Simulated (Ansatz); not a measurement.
`OC(Cl)[SiH2]S` and `OC(O)Cl` differ in one atom or group.

Ansatz, PBE0-D4/def2-TZVP geometries, multiplicity 1. Each molecule was computed in one conformer, which needn't be the lowest.

| property | `OC(Cl)[SiH2]S` |
| --- | --- |
| size of the dipole moment (PBE/def2-TZVPP) / D | 1.18 |
| HOMO–LUMO gap (PBE0/def2-TZVPP) / eV | 7.64 |
| HOMO energy (B3LYP/def2-TZVPP) / eV | -7.68 |
| HOMO–LUMO gap (B3LYP/def2-TZVPP) / eV | 7.19 |
| zero-point energy (PBE0-D4/def2-TZVP) / kJ/mol | 159.0 |
| HOMO–LUMO gap (PBE/def2-TZVPP) / eV | 5.45 |

(1) What does the change do to each property? (Best estimate.)

Results:

(1) Ansatz gave: 
```tsv
property	`OC(O)Cl`	shift
size of the dipole moment (PBE/def2-TZVPP) / D	2.17	0.99
HOMO–LUMO gap (PBE0/def2-TZVPP) / eV	9.38	1.74
HOMO energy (B3LYP/def2-TZVPP) / eV	-8.33	-0.65
HOMO–LUMO gap (B3LYP/def2-TZVPP) / eV	8.73	1.54
zero-point energy (PBE0-D4/def2-TZVP) / kJ/mol	126.0	-33.0
HOMO–LUMO gap (PBE/def2-TZVPP) / eV	6.68	1.23
```

With PBE0 the HOMO falls by 0.70 eV and the LUMO rises by 1.05 eV, so the gap widens by about 1.75 eV. PBE moves the HOMO by -0.37 eV and ωB97M-V by -0.85 eV. The zero-point energy changes by -33.0 kJ/mol with -9 modes. Dipoles are sizes alone; their direction can turn.

Positive LUMOs are unbound, so they and the gaps depend on the basis.

B3LYP here is the variant with VWN-RPA as its local correlation; programs differ in this.
